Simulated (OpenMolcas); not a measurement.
Pt2+: CASPT2 settings compared

```
Program             : OpenMolcas 26.06
Basis               : ANO-RCC-VQZP [9s8p6d4f2g1h]
Scalar Hamiltonian  : DKH2, point nucleus
Active space        : 8 electrons in 5 orbitals (5d)
State averaging     : 2S+1 = 3 even, 10 roots; 2S+1 = 1 even, 15 roots
Spin-orbit coupling : RASSI with atomic mean-field integrals over the reference wave functions, term energies averaged over their components
```

Methods on the same reference wave functions:
A. CASSCF
B. SS-CASPT2, IPEA 0.1 Eh, sigma2 regulariser 0.2 Eh (closed shells correlated: 4f 5s 5p)
C. SS-CASPT2, IPEA 0.15 Eh, imaginary shift 0.05 Eh (closed shells correlated: 5s 5p)
D. XMS-CASPT2, IPEA 0.35 Eh, no level shift (closed shells correlated: none)

Energies in cm-1 above 5d8 3F4, the measured ground level; measured values from NIST levels as listed in McCann et al., Mon. Not. R. Astron. Soc. 538, 537 (2025).

```tsv
Level	A	B	C	D	Measured
5d8 3F4	0.0	0.0	0.0	0.0	0.0
5d8 3F3	9977	10100	10100	10080	9752
5d8 3P2 [51 %]	17662	15740	15840	15660	
5d8 3P0	21060	16850	17020	16530	14939
5d8 3P1	22942	19230	19430	19080	16782
5d8 1G4	25906	22900	22850	23160	21331
5d8 1S0	55369	48420	48470	47320
```

Deviations, from unrounded energies. A percentage is the sum of absolute deviations over the sum of measured energies, with the sign that they share, or ± where signs differ.

| Against measurement | Levels | A | B | C | D |
| --- | --- | --- | --- | --- | --- |
| mean absolute deviation (cm-1) | 4 | 4300 | 1600 | 1600 | 1500 |
| fine structure of the ground term (%) | 1 | +2.3 | +3.5 | +3.5 | +3.4 |
| other terms of the ground configuration (%) | 3 | +31.8 | +11.2 | +11.8 | +10.8 |

B, D lie about equally close to measurement and A furthest from it. The largest miss of D in the table is 5d8 3P1, by +2300 cm-1. The ranking rests on the paired levels alone, and a cruder setting can come out closer through cancelling errors.

Among B to D the level of the table that moves most is 5d8 1S0, by 1100 cm-1 (lowest in D, highest in C). Moves below CASPT2's spread within the term are not significant.

The mean deviations of B to D differ by less than CASPT2's widest spread within a term (1300 cm-1), so their order carries little weight.

From A to B the spin-free energies of the other terms of 5d8 shown, above 3F, scale by factors of 0.70 to 0.83, as is usual when dynamic correlation screens the repulsion within a d or f shell.

The lowest spin-free term lies below A's lowest term by 0.854 hartree in B, 0.508 hartree in C, 0.215 hartree in D.

CASPT2 breaks the degeneracy within a term, and the mean is taken; among the terms shown or strongly mixed into the levels shown the widest spread is 1300 cm-1 (5d8 1G, B). Configurations with an s electron lie low in 5d ions of this charge, fall among these levels and mix in, so low-spin terms can stand far too high, up to twice their true height, and weights are not those of the real levels. Without dynamic correlation excited terms often stand tens of per cent too high (terms of higher spin than the ground term too low), and those without a measured partner can miss by more than the paired ones (holds for A). Some terms miss by over 15 % even with CASPT2, which points to a basis or an active space too small for the shells correlated (holds for C). Measured partners are found by configuration, term and J. A level has none where our copy of the source lacks it or the pairing is in doubt (some pairs that miss far off the trend of their configuration count as doubtful), and it then counts in no deviation. Only configurations of the active space appear. The table leaves out levels that lie high or whose names do not pair safely across all columns.

A share in square brackets marks a mixed level and gives the weight of the term that names it, the lowest over the columns.
